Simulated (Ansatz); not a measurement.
`ClB1[SiH2]C1Br`. Charge 0, multiplicity 1. The structure was optimised at the PBE0-D4/def2-TZVP level.

```xyz
8

Cl   -1.521   -0.524    2.240
B    -0.880   -0.292    0.663
Si   -0.143    1.074   -0.501
C     0.319   -0.798   -0.083
Br    1.801   -1.749    0.665
H    -0.273    1.186   -1.971
H     0.557    2.236    0.096
H     0.141   -1.133   -1.109
```

What is the dipole moment at PBE/def2-TZVPP? (An estimate is asked.)

The calculation gave: 1.93 D, with components (-0.65, 1.17, -1.40) D in this frame, pointing from negative to positive charge.

And with r2SCAN, B3LYP, ωB97M-V? (Best estimate.)

Ansatz gave: r2SCAN 2.12 D, B3LYP 2.18 D, ωB97M-V 2.22 D.

Give the Mulliken charges with PBE, ωB97M-V, r2SCAN in def2-TZVPP. (An estimate is asked.)

The calculation gave: 
| atom | PBE | ωB97M-V | r2SCAN |
| --- | --- | --- | --- |
| Cl1 | -0.07 | -0.05 | -0.08 |
| B2 | 0.11 | 0.08 | 0.10 |
| Si3 | 0.05 | 0.06 | 0.15 |
| C4 | -0.12 | -0.22 | -0.15 |
| Br5 | -0.08 | -0.06 | -0.09 |
| H6 | -0.02 | 0.01 | -0.04 |
| H7 | -0.03 | 0.00 | -0.05 |
| H8 | 0.17 | 0.19 | 0.17 |

B3LYP here is the variant with VWN-RPA as its local correlation; programs differ in this.
